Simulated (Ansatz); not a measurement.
Results of the Gaussian-basis code of Ansatz.

A structure relaxed at PBE0-D4/def2-TZVP, charge 0, multiplicity 1:

Cartesian coordinates in Å:
```
C 0.000 0.370 -0.928
Ga 0.008 -0.271 0.905
F 0.376 0.810 2.233
Br -0.414 -2.394 1.612
H -0.578 -0.301 -1.563
H -0.420 1.375 -0.964
H 1.027 0.410 -1.295
```

(1) Give its formula and SMILES.

(2) Summarise the bond lengths by kind.

## Answers

(1) CH3BrFGa, `[CH3][Ga]([F])[Br]`.

(2) 1 × C–Ga 1.941 Å; 3 × C–H 1.089 to 1.092 Å; 1 × F–Ga 1.752 Å; 1 × Br–Ga 2.277 Å.
